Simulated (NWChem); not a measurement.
System: KI; SMILES [K][I]

Here is an NWChem input.

```
start job
memory heap 200 mb stack 900 mb global 1100 mb
geometry units angstroms noautosym nocenter noautoz
  K      0.000000     0.000000    -2.281259
  I      0.000000     0.000000     0.789438
end
basis spherical
  K library def2-svpd
  I library def2-svpd
end
ecp
  I library def2-ecp
end
dft
  xc b3lyp
  iterations 150
end
tddft
  cis
  nroots 6
  notriplet
end
task tddft energy
```

Output (shortened):

```
             Northwest Computational Chemistry Package (NWChem) 7.3.0
             --------------------------------------------------------

                             Geometry "geometry" -> ""
                             -------------------------

 Output coordinates in angstroms (scale by  1.889725989 to convert to a.u.)

  No.       Tag          Charge          X              Y              Z
 ---- ---------------- ---------- -------------- -------------- --------------
    1 K                   19.0000     0.00000000     0.00000000    -2.28125900
    2 I                   53.0000     0.00000000     0.00000000     0.78943800

 Effective nuclear repulsion energy (a.u.)     173.5376332288

                                 NWChem DFT Module
                                 -----------------

 Summary of "ao basis" -> "ao basis" (spherical)
 ------------------------------------------------------------------------------
       Tag                 Description            Shells   Functions and Types
 ---------------- ------------------------------  ------  ---------------------
 K                         def2-svpd                11       27   5s4p2d
 I                         def2-svpd                13       35   5s5p3d

            General Information
            -------------------
          SCF calculation type: DFT
          Wavefunction type:  closed shell.
          No. of atoms     :     2
          No. of electrons :    44
           Alpha electrons :    22
            Beta electrons :    22
          Charge           :     0
          Spin multiplicity:     1
          Use of symmetry is: off; symmetry adaption is: off
          Maximum number of iterations: 150
          AO basis - number of functions:    62
                     number of shells:    24
          Convergence on energy requested:  1.00D-06
          Convergence on density requested:  1.00D-05
          Convergence on gradient requested:  5.00D-04

              XC Information
              --------------
                         B3LYP Method XC Potential
                     Hartree-Fock (Exact) Exchange  0.200
                        Slater Exchange Functional  0.800 local
                    Becke 1988 Exchange Functional  0.720 non-local
              Lee-Yang-Parr Correlation Functional  0.810
                  VWN I RPA Correlation Functional  0.190 local

[...]

                                NWChem TDDFT Module
                                -------------------

            General Information
            -------------------
           No. of orbitals :     124
            Alpha orbitals :      62
             Beta orbitals :      62
        Alpha frozen cores :       0
         Beta frozen cores :       0
     Alpha frozen virtuals :       0
      Beta frozen virtuals :       0
         Spin multiplicity :       1
    Number of AO functions :      62
        Use of symmetry is : off
      Symmetry adaption is : off
         Schwarz screening :  0.10D-07

              XC Information
              --------------
                  B3LYP Method XC Potential
              Hartree-Fock (Exact) Exchange   0.20
                 Slater Exchange Functional   0.80 local
             Becke 1988 Exchange Functional   0.72 non-local
       Lee-Yang-Parr Correlation Functional   0.81
           VWN I RPA Correlation Functional   0.19 local

             TDDFT Information
             -----------------
          Calculation type : Tamm-Dancoff TDDFT
         Wavefunction type : Restricted singlets
          No. of electrons :      44
           Alpha electrons :      22
            Beta electrons :      22
              No. of roots :       6
          Max subspacesize :    5200
            Max iterations :     100
               Target root :       1
           Target symmetry : none
      Symmetry restriction : off
                 Algorithm : Optimal
        Davidson threshold :  0.10D-03

    6 smallest eigenvalue differences (eV)
--------------------------------------------------------
  No. Spin  Occ  Vir  Irrep   E(Occ)    E(Vir)   E(Diff)
--------------------------------------------------------
    1    1   22   23 a        -0.192    -0.067     3.411
    2    1   21   23 a        -0.192    -0.067     3.411
    3    1   20   23 a        -0.206    -0.067     3.784
    4    1   22   24 a        -0.192    -0.011     4.930
    5    1   21   24 a        -0.192    -0.011     4.930
    6    1   22   25 a        -0.192    -0.011     4.930
--------------------------------------------------------

  Entering Davidson iterations
  Restricted singlet excited states

  Iter   NTrls   NConv    DeltaV     DeltaE      Time
  ----  ------  ------  ---------  ---------  ---------
    1      6       0     0.45E-01   0.10+100        3.6
    2     12       0     0.79E-02   0.34E-02        3.5
    3     18       0     0.32E-01   0.62E-03        3.5
    4     24       3     0.29E-02   0.21E-02        3.5
    5     27       4     0.24E-03   0.14E-04        2.9
    6     29       6     0.10E-03   0.33E-07        2.7
  ----  ------  ------  ---------  ---------  ---------
  Convergence criterion met

  Ground state a        -897.740890155719 a.u.

  ----------------------------------------------------------------------------
  Root   1 singlet a              0.101416740 a.u.                2.7597 eV
  ----------------------------------------------------------------------------
     Transition Moments    X  0.27092   Y  0.27087   Z  0.00000
     Dipole Oscillator Strength                    0.0099230589
     Electric Quadrupole                           0.0000000004
     Magnetic Dipole                               0.0000000055
     Total Oscillator Strength                     0.0099230648

[...]
```

Level: B3LYP/def2-SVPD with def2 effective core potentials on I, TDA. Geometry: optimised at PBE0/def2-SVP. def2 effective core potentials on I; no spin-orbit coupling.
